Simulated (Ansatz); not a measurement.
`OCC[SiH2]O` and `CCO` differ in one atom or group.

Ansatz, PBE0-D4/def2-TZVP geometries, multiplicity 1. Each molecule was computed in one conformer, which needn't be the lowest.

| property | `OCC[SiH2]O` |
| --- | --- |
| HOMO energy (B3LYP/def2-TZVPP) / eV | -7.79 |
| LUMO energy (B3LYP/def2-TZVPP) / eV | 0.21 |
| HOMO energy (PBE/def2-TZVPP) / eV | -6.52 |
| LUMO energy (ωB97M-V/def2-TZVPP) / eV | 2.02 |
| HOMO–LUMO gap (PBE0/def2-TZVPP) / eV | 8.56 |
| LUMO energy (PBE/def2-TZVPP) / eV | -0.31 |

(1) What does the change do to each property? (Best estimate.)

Answers

(1) Ansatz gave: 
| property | `CCO` | shift |
| --- | --- | --- |
| HOMO energy (B3LYP/def2-TZVPP) / eV | -7.60 | 0.19 |
| LUMO energy (B3LYP/def2-TZVPP) / eV | 0.68 | 0.47 |
| HOMO energy (PBE/def2-TZVPP) / eV | -6.15 | 0.37 |
| LUMO energy (ωB97M-V/def2-TZVPP) / eV | 2.49 | 0.47 |
| HOMO–LUMO gap (PBE0/def2-TZVPP) / eV | 8.90 | 0.34 |
| LUMO energy (PBE/def2-TZVPP) / eV | 0.22 | 0.53 |

With PBE0 the HOMO rises by 0.16 eV and the LUMO rises by 0.49 eV, so the gap widens by about 0.33 eV. PBE moves the HOMO by 0.37 eV and ωB97M-V by 0.01 eV.

B3LYP here is the variant with VWN-RPA as its local correlation; programs differ in this.
